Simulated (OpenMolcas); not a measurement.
Pt2+ (d8) in a complex was computed by CASSCF with the d shell active (OpenMolcas, ANO-RCC-VTZP on the metal). Its lowest spin-free states, and all those of the highest spin:

| 2S+1 | Degeneracy | E (cm-1) |
| --- | --- | --- |
| 3 | 1 | 0.0 |
| 3 | 2 | 7232 |
| 3 | 1 | 8888 |
| 1 | 1 | 10142 |
| 1 | 1 | 10500 |
| 3 | 1 | 12229 |
| 3 | 2 | 13278 |
| 1 | 2 | 18170 |
| 1 | 1 | 18498 |
| 1 | 1 | 19182 |
| 1 | 1 | 20956 |
| 3 | 1 | 21686 |
| 3 | 2 | 22422 |

Task: Is the site octahedral, tetrahedral or cube-like, axial, or of lower symmetry?

Result: The states with 2S+1 = 3 have orbital degeneracies 1, 2, 1, 1, 2, 1, 2. There are pairs but no triples, so the site is axial: not cubic, but with a proper or improper axis of order three or more. The run had Pt2+ with 6 ligands (bromide) in tetragonal octahedral coordination (D4h) at 2.71 Å, the axial distance 2.845 Å. A charge of +0.667 e stands 2.6 Å behind each ligand. Ligand basis ANO-RCC-VDZP.

Without dynamic correlation the repulsion within the d shell is too large (B by tens of per cent), so at a given field states of lower spin stand too high. Real 4d8 and 5d8 ions are as a rule square planar and diamagnetic. The least metal-like active orbital is 84 % on the metal (Löwdin) and no ligand orbital is active, so the numbers are rough. With metal d orbitals alone the field can be off either way by tens of per cent. Ligand-to-metal charge-transfer states are missing. With no ligand orbital active B as a rule stays too high, so bands that hang on it stand too high and its fall with covalency is understated. No measured value stands beside these numbers; the geometry is a model, was not optimised and need not be the one that this ion takes.
